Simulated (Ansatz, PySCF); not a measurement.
AlF4, SMILES [F][Al-]([F])([F])[F], charge -1.

The structure is a stationary point at PBE0-D3(BJ)/def2-SVPD. The isomer is the one that the SMILES or the coordinates give; other isomers of the formula were not compared.

Estimates of the vertical detachment energy (IE) of the anion in eV. Rows of orbital energies are one-electron estimates, which approximate functionals can put far too low.

```
level                                                             IE
-------------------------------------------------------------  -----
−ε(HOMO), −ε(LUMO), HF/def2-SVPD (PySCF)                       11.07
−ε(HOMO), −ε(LUMO), PBE/def2-SVPD (PySCF)                       3.53
ΔSCF, PBE0/def2-SVPD (Ansatz), final states of multiplicity 2   7.94
ΔSCF, PBE/def2-SVPD (Ansatz), final states of multiplicity 2    6.94
```

**Question.** What vertical singlet–triplet gap does ΔSCF give with PBE0/def2-SVPD (Ansatz, a quantum-chemistry and plane-wave program) and with PBE/def2-SVPD (Ansatz)? (Estimate from the structure and the level; the computed values follow.)

**Answer.** 8.47 and 7.32 eV (triplet above singlet where positive).
